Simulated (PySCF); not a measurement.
H2F6Si3, SMILES F[Si](F)(F)[SiH2][Si](F)(F)F, PBE0/def2-SVP optimised geometry.

```
11

Si    -0.32    -2.28    -1.89
F      0.31    -1.67    -3.23
F      0.06    -3.84    -1.84
F     -1.92    -2.18    -2.02
Si     0.43    -1.16     0.00
Si    -0.32     1.04     0.00
F      0.17     1.83     1.31
F     -1.93     1.11    -0.02
F      0.21     1.85    -1.28
H     -0.10    -1.85     1.21
H      1.93    -1.16     0.00
```

Density from PySCF with PBE0/def2-TZVP at that geometry.

Minimum of the electron density along straight lines between bonded atoms, close to the bond critical point (lines longer than 1.1 times the sum of covalent radii, or with two minima, are not listed):

| bond | length / Å | ρ at the minimum / e bohr⁻³ | ∇²ρ there / e bohr⁻⁵ | position (fraction from the first atom) |
|---|---|---|---|---|
| Si1–F2 | 1.604 | 0.139 | 0.98 | 0.42 |
| Si1–F3 | 1.604 | 0.139 | 0.97 | 0.42 |
| Si1–F4 | 1.604 | 0.139 | 0.97 | 0.42 |
| Si1–Si5 | 2.324 | 0.097 | -0.12 | 0.64 |
| Si5–Si6 | 2.325 | 0.097 | -0.12 | 0.36 |
| Si6–F7 | 1.604 | 0.139 | 0.97 | 0.42 |
| Si6–F8 | 1.604 | 0.139 | 0.98 | 0.42 |
| Si6–F9 | 1.604 | 0.139 | 0.97 | 0.42 |
| Si5–H10 | 1.492 | 0.119 | 0.16 | 0.49 |
| Si5–H11 | 1.492 | 0.119 | 0.16 | 0.49 |
